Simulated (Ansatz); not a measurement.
Ansatz (an electronic-structure program) input (CAM-B3LYP/def2-TZVPD):

Ansatz 0.2 input:
```yaml
crystal:
  periodic: [false, false, false]
  atoms:
    - {symbol: Si, position_ang: [-0.36500329, -0.33486679, -0.05555181]}
    - {symbol: O, position_ang: [-1.47066482, -1.34923935, -0.22382837]}
    - {symbol: Cl, position_ang: [-0.40165457, 1.56710758, -0.72588034]}
    - {symbol: Cl, position_ang: [1.39432308, -0.65639877, 0.87695989]}
basis:
  gaussian:
    orbitals: def2-TZVPD
hamiltonian:
  xc: {name: CAM-B3LYP}
output: {forces: true}
```

Output:

```
Functional definition: CAM-B3LYP
integrals: 0.14 GiB planned
1060 factors; their error is unknown
integrals: 0.17 GiB planned
270 factors; integrals over basis functions are off by at most 1.0e-4 eV
mean field: 1.02 GiB planned
mean field evaluation 1: about -34967.3128 eV, gradient 6.6e1 eV
mean field evaluation 2: about -34926.4051 eV, gradient 1.5e2 eV
mean field evaluation 4: about -34974.9076 eV, gradient 5.3e0 eV
mean field evaluation 8: about -34975.0040 eV, gradient 1.2e-1 eV
mean field evaluation 16: about -34975.0040 eV, gradient 2.1e-5 eV
mean field -34975.00404517 eV, -1285.3076917509 hartree, gradient 2.1e-5 eV, S^2 0.000000; 0 other end points of the search recorded, 0 dependent functions left out
the calculation of the forces begins
reference -34975.00418233 eV, -1285.3076967914 hartree; 28, 28 occupied and 147, 147 virtual orbitals, 1060 factors
Total energy: -34975.00418233 eV, -1285.3076967914 hartree
Atom 0 at    -0.365003    -0.334867    -0.055552 Å, force    -0.121554    -0.111518    -0.018500 eV/Å
Atom 1 at    -1.470665    -1.349239    -0.223828 Å, force     0.359515     0.329832     0.054717 eV/Å
Atom 2 at    -0.401655     1.567108    -0.725880 Å, force     0.000995    -0.257693     0.088965 eV/Å
Atom 3 at     1.394323    -0.656399     0.876960 Å, force    -0.238956     0.039379    -0.125182 eV/Å
Dipole moment:     0.494636     0.453797     0.075281 e Å
```
